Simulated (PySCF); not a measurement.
Run record: C30H18

The script drives PySCF SCF with an in-house response code with single-precision fitted integrals, so total energies wander by about 1e-6 Eh between cycles (the fitting error itself is about 1e-3 Eh and cancels in differences); atoms count from 0. Kgrid is the grid level of the response kernel; vcut the energy (Eh) above which virtual orbitals leave the response; delta the states run by ΔSCF (the anion only where the lumo is low enough to bind); pop asks for populations, which are stored and not printed; grid is the SCF grid level (2 if not given).

The basis has no diffuse functions, so the polarisability comes out too low.

Job and coordinates (Å):

```
{"job": {"kind": "uv", "basis": "6-31G*", "grid": 1, "kgrid": 0, "vcut": 1.5, "nstates": 6, "ntriplets": 2, "tda": true, "delta": ["ip_vertical"], "pop": true, "xc": "PBE0"}, "charge": 0, "multiplicity": 1}
C      7.837301     0.123610    -0.100238
C      7.216677     1.334777     0.214450
C      5.848945     1.425693     0.276511
C      5.028054     0.310762     0.026422
C      5.666473    -0.911393    -0.291551
C      7.068485    -0.981165    -0.349745
C      4.876243    -2.058556    -0.551632
C      3.523454    -2.007712    -0.500472
C      2.832967    -0.806083    -0.184910
C      3.589593     0.354047     0.078581
C      2.893556     1.542204     0.390334
C      1.534454     1.589626     0.441425
C      0.737744     0.451004     0.185268
C      1.400362    -0.754704    -0.130196
C      0.601839    -1.894399    -0.385918
C     -0.754493    -1.851451    -0.336089
C     -1.458235    -0.664257    -0.023539
C     -2.891533    -0.624189     0.028389
C     -3.678364    -1.778944    -0.232265
C     -5.031868    -1.743039    -0.185168
C     -5.726166    -0.547892     0.127396
C     -7.130272    -0.528403     0.172503
C     -7.807220     0.622435     0.474324
C     -7.089513     1.790595     0.740986
C     -5.717833     1.794485     0.702356
C     -4.989851     0.630361     0.395225
C     -3.551488     0.581714     0.342347
C     -2.759928     1.722287     0.599735
C     -1.400498     1.682426     0.551086
C     -0.698725     0.496263     0.239088
H      8.914865     0.065765    -0.145234
H      7.822638     2.207513     0.410031
H      5.411350     2.380207     0.523084
H      7.526804    -1.928570    -0.595875
H      5.380296    -2.983690    -0.794341
H      2.969256    -2.908650    -0.706122
H      3.445065     2.445565     0.595775
H      1.070205     2.530912     0.686364
H      1.066763    -2.835234    -0.629977
H     -1.294378    -2.760601    -0.543438
H     -3.199130    -2.713322    -0.473932
H     -5.610415    -2.633831    -0.386489
H     -7.664377    -1.444504    -0.036564
H     -8.886787     0.632852     0.508824
H     -7.622874     2.699138     0.979878
H     -5.203698     2.718463     0.914966
H     -3.235784     2.658723     0.843383
H     -0.860118     2.591513     0.758830
```

Command:

```bash
OMP_NUM_THREADS=2 python large_run.py task.json out
```

Q: What does the program print?

A: 
```
start: PBE on a coarse grid of 41167 points
cycle   1  E = -1152.7091602517  dE =  5.295e+00  |g| = 9.191e-01  |ddm| = 9.219e+00
cycle   2  E = -1152.6226550162  dE =  8.651e-02  |g| = 1.086e+00  |ddm| = 2.840e+00
cycle   3  E = -1152.9521811098  dE = -3.295e-01  |g| = 1.754e-01  |ddm| = 1.704e+00
cycle   4  E = -1152.9570220718  dE = -4.841e-03  |g| = 1.182e-01  |ddm| = 3.681e-01
cycle   5  E = -1152.9616678945  dE = -4.646e-03  |g| = 2.242e-02  |ddm| = 1.882e-01
cycle   6  E = -1152.9617587144  dE = -9.082e-05  |g| = 1.235e-02  |ddm| = 3.713e-02
cycle   7  E = -1152.9617939240  dE = -3.521e-05  |g| = 5.180e-03  |ddm| = 1.925e-02
final grid: 180455 points
cycle   8  E = -1152.7479966099  dE = -1.271e-02  |g| = 5.057e-02  |ddm| = 1.736e+00
cycle   9  E = -1152.7481293264  dE = -1.327e-04  |g| = 4.679e-02  |ddm| = 1.360e-01
cycle  10  E = -1152.7486938416  dE = -5.645e-04  |g| = 1.667e-02  |ddm| = 7.986e-02
cycle  11  E = -1152.7487663948  dE = -7.255e-05  |g| = 3.940e-03  |ddm| = 2.443e-02
cycle  12  E = -1152.7487682058  dE = -1.811e-06  |g| = 1.590e-03  |ddm| = 7.195e-03
cycle  13  E = -1152.7487724378  dE = -4.232e-06  |g| = 5.092e-04  |ddm| = 2.433e-03
cycle  14  E = -1152.7487704547  dE =  1.983e-06  |g| = 1.607e-04  |ddm| = 8.191e-04
cycle  15  E = -1152.7487711754  dE = -7.208e-07  |g| = 4.096e-05  |ddm| = 2.760e-04
converged SCF energy = -1152.7487711754
Vertical ionisation energy (delta-SCF) = 6.7723 eV   <S^2> = 0.762

Static polarisability (au): isotropic 371.008, principal 87.799 310.564 714.659

Singlet excitations
state   eV       nm        f      main configurations
  1   3.5836    346.0   0.00684   H->L+1 0.60, H-1->L 0.29
  2   3.7606    329.7   0.29680   H->L 0.83, H-1->L+1 0.12
  3   4.0537    305.9   0.00229   H-2->L+1 0.45, H-1->L+2 0.35
  4   4.1479    298.9   0.00072   H->L+2 0.67, H-2->L 0.22
  5   4.2626    290.9   0.05512   H-1->L 0.45, H-2->L 0.23, H->L+1 0.14
  6   4.3234    286.8   1.29320   H-1->L+1 0.74, H->L 0.12

Triplet excitations (Tamm-Dancoff, eV): 2.7232 2.9818
```

The run took 2.5 min of wall time on 2 threads of Arm Neoverse V1 (shared host), peak memory 1.6 GiB.
